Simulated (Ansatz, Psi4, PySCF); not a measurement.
C$_{2}$H$_{7}$BF$_{2}$Si, singlet, at a GFN2-xTB geometry, atoms displaced at random by about 0.03 Å a coordinate. Base run: HF/STO-3G, gradient (PySCF).

Here is a job for PySCF.
```python
from pyscf import gto, scf

mol = gto.M(
    atom='''
Si    0.817804   -0.189821    0.306153
F     1.738680    0.285433   -0.920839
F     0.957496   -1.751556    0.063203
B    -0.957643    0.505677    0.170490
C    -2.153966   -0.424055    0.727100
C    -1.313076    1.850423   -0.439518
H     1.773604    0.083217    1.378096
H    -2.009199   -0.915852    1.618983
H    -2.351985   -1.202773    0.000670
H    -3.154688    0.074472    0.739173
H    -2.389501    1.997178   -0.741401
H    -0.654655    2.150180   -1.371934
H    -1.030907    2.619142    0.272769
''',
    basis='sto-3g',
    charge=0,
    spin=0,
    verbose=4,
)

mf = scf.RHF(mol)
mf.kernel()
g = mf.nuc_grad_method()
grad = g.kernel()
```

Programs used: Ansatz (a first-principles code), Psi4, PySCF; a row that names a program was run with it.

The coordinate followed is y of atom 7.

Variants of this job, named by their change:

```json
[
 {"change": "base", "dE/dx (Eh/bohr)": "-0.002771", "net force (Eh/bohr)": "0.000000"},
 {"change": "finite difference step (bohr) = 0.05; conv_tol = 1e-11", "dE/dx (Eh/bohr)": "-0.002763", "net force (Eh/bohr)": "-"},
 {"change": "code = ansatz", "dE/dx (Eh/bohr)": "-0.002772", "net force (Eh/bohr)": "0.000000"},
 {"change": "finite difference step (bohr) = 1e-4; conv_tol = 1e-11", "dE/dx (Eh/bohr)": "-0.002771", "net force (Eh/bohr)": "-"},
 {"change": "code = psi4", "dE/dx (Eh/bohr)": "-0.002776", "net force (Eh/bohr)": "0.000000"},
 {"change": "finite difference step (bohr) = 1e-5; conv_tol = 1e-11", "dE/dx (Eh/bohr)": "-0.002771", "net force (Eh/bohr)": "-"},
 {"change": "finite difference step (bohr) = 1e-3; conv_tol = 1e-11", "dE/dx (Eh/bohr)": "-0.002771", "net force (Eh/bohr)": "-"},
 {"change": "finite difference step (bohr) = 0.2; conv_tol = 1e-11", "dE/dx (Eh/bohr)": "-0.002643", "net force (Eh/bohr)": "-"},
 {"change": "conv_tol = 1e-11", "dE/dx (Eh/bohr)": "-0.002771", "net force (Eh/bohr)": "0.000000"},
 {"change": "finite difference step (bohr) = 0.01; conv_tol = 1e-11", "dE/dx (Eh/bohr)": "-0.002771", "net force (Eh/bohr)": "-"},
 {"change": "conv_tol = 1e-4", "dE/dx (Eh/bohr)": "-0.002784", "net force (Eh/bohr)": "0.000000"},
 {"change": "conv_tol = 1e-6", "dE/dx (Eh/bohr)": "-0.002774", "net force (Eh/bohr)": "0.000000"}
]
```

The net force is zero for an exact gradient.
